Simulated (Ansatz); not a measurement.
CH₅GaN₂Si, SMILES `N=C=N[SiH2][GaH2]`, relaxed with RKS PBE0-D4/def2-TZVP in Ansatz 0.2.0 from a GFN2-xTB geometry. The force threshold is 0.005 eV/Å; the program also tests the step.

Total charge 0; spin multiplicity 1.

Start:

```xyz
10

N     0.532    0.830   -2.674
C     0.049    0.065   -1.883
N    -0.198   -0.770   -1.056
Si   -0.569   -1.088    0.598
Ga    0.415    0.629    1.997
H     0.150    1.276   -3.479
H    -2.047   -1.167    0.657
H    -0.015   -2.442    0.794
H     1.695    0.473    2.980
H    -0.012    2.194    2.066
```

```csv
step,energy (eV),largest force (eV/Å),largest move (Å)
1,-64340.4719,0.949,0.000
2,-64340.5936,0.625,0.194
3,-64340.6096,0.499,0.054
4,-64340.6201,0.394,0.032
5,-64340.6311,0.546,0.200
6,-64340.6399,0.169,0.190
7 (rejected),-64340.6387,0.374,0.103
8,-64340.6449,0.069,0.050
9,-64340.6482,0.083,0.100
10,-64340.6504,0.171,0.146
11,-64340.6520,0.116,0.039
14,-64340.6593,0.126,0.094
17,-64340.6644,0.071,0.099
20,-64340.6661,0.006,0.019
23,-64340.6664,0.011,0.005
26,-64340.6666,0.080,0.034
29,-64340.6669,0.061,0.017
32,-64340.6673,0.054,0.019
35,-64340.6676,0.065,0.033
38,-64340.6679,0.020,0.012
41,-64340.6680,0.015,0.003
44,-64340.6680,0.007,0.011
46,-64340.6681,0.004,0.010
```

End:

```xyz
10

N     0.437    0.681   -2.863
C    -0.081    0.065   -1.948
N    -0.535   -0.669   -1.109
Si   -0.441   -1.086    0.565
Ga    0.459    0.672    1.963
H     0.106    1.588   -3.150
H    -1.820   -1.437    1.002
H     0.375   -2.328    0.669
H     0.712    0.418    3.495
H     0.787    2.094    1.376
```

It took 85 s on 2 threads of an AMD EPYC 7R13 on a shared host and a share of an NVIDIA H100 80 GB, with 0.85 GiB of host memory at the peak.
